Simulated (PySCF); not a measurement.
C₂H₃N, SMILES C[N+]#[C-]. The structure is a stationary point at PBE0-D3(BJ)/def2-TZVP.

Calculation: PySCF with PBE0-D3(BJ)/def2-TZVP.

Harmonic wavenumbers (cm⁻¹): 287, 287, 987, 1142, 1142, 1448, 1484, 1484, 2269, 3066, 3146, 3146. Rotational constants (GHz): 158.8, 10.18, 10.18; symmetry number 3.

Work out the zero-point energy and the ideal-gas rigid-rotor harmonic-oscillator thermochemistry at 298.15 K and 1 atm.

ZPE = ½ Σ hcν = ½ × 19889 cm⁻¹ = 118.96 kJ/mol. H − E(el) = 131.42 kJ/mol. Entropy in J/(mol K): translation 155.08, rotation 76.66, vibration 13.49, total 245.23. G − E(el) = 58.31 kJ/mol. Cp = 52.21 J/(mol K).
